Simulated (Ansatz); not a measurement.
A nudged elastic band was laid between two geometries of GaH4N (6 atoms, charge 0, multiplicity 1).

All numbers below come from RKS PBE0/def2-SVP in Ansatz 0.2.0.

* movable images: 7
* climbing image: yes
* spring: 5.0 eV/Å²
* optimiser: quadratic models (default)
* start path: through a guess of the saddle point
* force threshold: 0.05 eV/Å
* iteration limit: 38
* end points: relaxed

Initial state:

```xyz
6
Properties=species:S:1:pos:R:3
Ga 0.564 0.031 0.050
N 0.977 -0.035 1.811
H 0.296 -0.134 2.554
H 1.919 0.023 2.179
H 1.758 0.188 -0.948
H -0.951 -0.074 -0.323
```

Final state:

```xyz
6
Properties=species:S:1:pos:R:3
Ga -0.047 -1.315 -0.080
N 1.232 0.107 1.298
H 0.620 0.534 1.995
H 2.007 -0.334 1.790
H 1.607 0.872 0.736
H -0.856 0.135 -0.416
```

**Question.** Which bonds break or form, and what moves?

**Answer.** Bonds broken: Ga1–H5. Bonds formed: N2–H5.

**Question.** What energy profile does the band end with?

**Answer.** The run converged. The highest image is number 2 of 0 to 8, 260.4 kJ/mol above the first end and 196.8 kJ/mol above the last; the last end lies 63.5 kJ/mol above the first. The profile has 2 maxima (images 2, 5) with wells between them (image 3): this band takes more than one step, which may be the mechanism or a detour left from its start path. Neighbouring images differ by up to 2.0 eV, so the band resolves the path poorly. A vibrational analysis at the climbing image gives one clearly imaginary mode, 1422i cm⁻¹: a first-order saddle point. The orbitals stay closed-shell, which can raise the energy where a bond breaks towards radicals; this wasn't checked here.

```
image  path coordinate (Å)  energy (kJ/mol)  Ga1–H5 (Å)  N2–H5 (Å)
    0                 0.00              0.0        1.56       2.88
    1                 0.91             66.1        1.54       2.34
    2                 1.81            260.4        1.66       1.51
    3                 2.81             68.2        2.65       1.02
    4                 3.81             87.0        2.84       1.02
    5                 4.81            124.8        2.83       1.02
    6                 5.81             96.1        2.83       1.01
    7                 6.81             65.3        2.90       1.02
    8                 7.81             63.5        2.86       1.02
```

**Question.** What is the geometry of the highest image?

**Answer.** 
```xyz
6
Properties=species:S:1:pos:R:3
Ga 0.368 0.410 -0.285
N 1.054 -0.042 1.533
H 0.697 -0.615 2.307
H 1.862 0.487 1.858
H 1.772 -0.318 0.235
H -1.190 0.077 -0.326
```

The band took 23 iterations and about 11 core-minutes.

The run took 11 min on 1 thread of AMD EPYC 7571, on a shared host, peak memory 0.15 GiB.
